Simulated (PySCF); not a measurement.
C₄H₇Cl, SMILES [C@H]1(C)[C@@H](C1)Cl. Atoms are numbered in the order given.

```xyz
12

C      2.3140     0.4942    -0.1689
C      1.0346    -0.2781     0.0538
C      0.2370    -0.8354    -1.1065
C     -0.2884     0.3248    -0.3134
Cl    -1.6924     0.0995     0.7534
H      2.5255     1.1690     0.6763
H      2.2555     1.1072    -1.0827
H      3.1731    -0.1874    -0.2813
H      1.0132    -0.8928     0.9600
H      0.5818    -0.6355    -2.1261
H     -0.2582    -1.7999    -0.9704
H     -0.3027     1.3159    -0.7740
```

Geometry: B3LYP-D3(BJ)/def2-SVP.

Level of theory: PBE/def2-TZVP (PySCF).

Atomic charges (e):

```
atom    IAO      Löwdin
----  -----  ----------
C1    -0.43  (withheld)
C2    -0.12  (withheld)
C3    -0.31       -0.22
C4    -0.14       -0.47
Cl5   -0.09        0.30
H6     0.15        0.13
H7     0.14        0.13
H8     0.15        0.13
H9     0.16  (withheld)
H10    0.15  (withheld)
H11    0.16  (withheld)
H12    0.16        0.14
```

### Question
Complete the blanks. (Estimate from the structure and the level; the computed values follow.)

### Answer

- C1, Löwdin: -0.29
- C2, Löwdin: -0.26
- H9, Löwdin: 0.15
- H10, Löwdin: 0.14
- H11, Löwdin: 0.14

Computed Mayer and Wiberg (Löwdin basis) orders of the bonds:
```
bond    Mayer  Wiberg
------  -----  ------
C1–C2    0.99    1.27
C2–C3    0.96    1.22
C2–C4    0.96    1.22
C3–C4    1.00    1.27
C4–Cl5   1.06    1.63
C1–H6    0.97    0.90
C1–H7    0.96    0.89
C1–H8    0.96    0.90
C2–H9    0.95    0.81
C3–H10   0.94    0.86
C3–H11   0.94    0.86
C4–H12   0.95    0.85
```
